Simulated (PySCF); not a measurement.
C5H7F. Atoms are numbered in the order given.

```xyz
13

C      2.4692     0.4938     0.2582
C      1.4028    -0.2849     0.4323
C      0.0468     0.2008     0.8559
C     -1.0127    -0.1030    -0.1531
C     -2.0897    -0.8685     0.0013
F     -0.7774     0.4913    -1.3281
H      2.4170     1.5761     0.4147
H      3.4334     0.0805    -0.0484
H      1.4870    -1.3646     0.2568
H     -0.2450    -0.2662     1.8101
H      0.0795     1.2920     1.0175
H     -2.2824    -1.3561     0.9566
H     -2.7912    -1.0125    -0.8219
```
Charge 0, spin multiplicity 1.

Geometry: PBE0-D3(BJ)/def2-SVP. Other conformers were not sampled.

Calculation: PBE/def2-TZVP in PySCF.

The total energy comes out as -294.29308 hartree. The highest occupied level is -6.16 eV, the lowest empty level is -1.17 eV and the orbital gap is 4.99 eV. The dipole moment is 0.271 e·Å, the quadrupole, principal values (traceless, Buckingham form, about the centre of nuclear charge) is -3.51, 0.07, 3.44 D·Å and the mean static polarisability comes out as 63.6 bohr³ (9.42 Å³). The polarisability, principal values comes out as 48.7, 50.2, 91.8 bohr³.
